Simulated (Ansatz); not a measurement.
**Question.** Name a neutral molecule of B, C, F, O and H with LUMO energy (PBE0/def2-TZVPP) between -2.60 and -2.30 eV and size of the dipole moment (ωB97M-V/def2-TZVPP) between 3.10 and 3.40 D (Ansatz, PBE0-D4/def2-TZVP geometry).

**Answer.** `CB(F)C=O` (-2.48 eV, 3.37 D). Other molecules can fit too; these were computed, each in one conformer that needn't be the lowest.
